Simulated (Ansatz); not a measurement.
Compare A (`CN(C)[SiH]`) with its isomer B (`C/C=N\[SiH3]`).

Program: Ansatz. Geometries: PBE0-D4/def2-TZVP. ΔE: electronic, gas phase. CCSD(T)/CBS adds triple-zeta CCSD(T) − MP2 to the extrapolated MP2 energy (def2 sets, frozen cores). DFT in def2-TZVPP. B3LYP here is the variant with VWN-RPA as its local correlation; programs differ in this.

Q: Which isomer does CCSD(T)/CBS put lower? Give the gap. (An estimate is asked.)

A: Computed: B, by 54.1 kJ/mol.

Q: Give E(B) − E(A) in kJ/mol with PBE-D4, CCSD(T)/def2-SVP, CCSD/def2-TZVPP, HF/def2-TZVPP, CCSD(T)/def2-TZVPP, BLYP-D4, B3LYP-D4. (Estimate.)

A: The calculation gave: PBE-D4 -47.5, CCSD(T)/def2-SVP -38.8, CCSD/def2-TZVPP -53.0, HF/def2-TZVPP -85.8, CCSD(T)/def2-TZVPP -51.6, BLYP-D4 -54.7, B3LYP-D4 -57.3. None reverses the order clearly.

Q: Does the order hold for the free energy at 298.15 K (harmonic terms from PBE0-D4)? (Estimate.)

A: Computed: Yes: G(B) − G(A) = -74.9 kJ/mol.

Largest T1 diagnostic: 0.015.

The D4 term adds +4.0 kJ/mol with B3LYP and +1.9 kJ/mol with PBE0; it sums over pairs of atoms, weighted by their polarisabilities, and B3LYP, whose exchange is more repulsive, gets the larger term. In def2-TZVPP, CCSD(T) changes the Hartree–Fock value by +34.2 kJ/mol (the triples alone add +1.4 kJ/mol) and MP2 by +29.5 kJ/mol.
